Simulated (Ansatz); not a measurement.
Geometry optimisation, Ansatz 0.2.0, UKS BHLYP-D4/def2-SVP.

Input file:

```yaml
crystal:
  periodic: [false, false, false]
  atoms:
    - { symbol: Si, position_ang: [0.023781, 0.037034, -0.131461] }
    - { symbol: H, position_ang: [0.054457, 0.091278, 1.331155] }
    - { symbol: Cl, position_ang: [1.951926, 0.021486, -0.833758] }
    - { symbol: Cl, position_ang: [-0.962698, 1.694518, -0.833024] }
    - { symbol: H, position_ang: [-0.66417, -1.16052, -0.636513] }
    - { symbol: O, position_ang: [-0.024889, -0.086122, 3.533787] }
    - { symbol: H, position_ang: [-0.575107, -0.852074, 3.752113] }
magnetization:
  spin_polarized: true
  initial_magnetization: 1
basis:
  gaussian: { orbitals: def2-SVP }
hamiltonian:
  xc: { name: BHLYP }
  dispersion: d4
relax:
  f_tol: 0.03
  max_steps: 50
```

Command:

```bash
$ ansatz run input.yaml --threads 2 --pin off --max-ram 3072MiB --backend cpu --events-out ev --progress --plain --runs-dir out
```

Task: Where does it end, and by what steps?

Result: The forces met the threshold. The force dipped under the threshold on the way, but the program's further checks kept it going. After 42 steps the energy has fallen by 0.042 eV; H7 moved furthest, 0.88 Å.

| step | energy less start (eV) | largest force component (eV/Å) | accepted |
| --- | --- | --- | --- |
| 0 | 0.0000 | 0.097 | yes |
| 2 | -0.0189 | 0.551 | yes |
| 4 | -0.0250 | 0.086 | yes |
| 6 | -0.0256 | 0.047 | yes |
| 8 | -0.0263 | 0.080 | yes |
| 10 | -0.0269 | 0.054 | yes |
| 12 | -0.0270 | 0.053 | yes |
| 14 | 0.0286 | 1.962 | no |
| 16 | -0.0275 | 0.183 | no |
| 18 | -0.0280 | 0.133 | yes |
| 20 | -0.0285 | 0.038 | yes |
| 22 | -0.0291 | 0.150 | yes |
| 24 | -0.0298 | 0.045 | yes |
| 26 | -0.0307 | 0.203 | yes |
| 28 | -0.0318 | 0.059 | yes |
| 30 | -0.0328 | 0.260 | yes |
| 32 | -0.0341 | 0.032 | yes |
| 34 | -0.0350 | 0.345 | no |
| 36 | -0.0362 | 0.119 | yes |
| 38 | -0.0389 | 0.037 | yes |
| 40 | -0.0399 | 0.037 | yes |
| 42 | -0.0423 | 0.023 | yes |

```xyz
7
Properties=species:S:1:pos:R:3
Si 0.034 -0.021 -0.236
H 0.025 -0.218 1.218
Cl 1.969 0.263 -0.862
Cl -1.082 1.650 -0.678
H -0.533 -1.161 -0.969
O -0.037 -0.776 3.759
H -0.573 0.008 3.950
```

Whether the end is a true minimum wasn't checked by a vibrational analysis.

The run took 6.7 min on 2 threads of Arm Neoverse V1, on a shared host, peak memory 0.32 GiB.
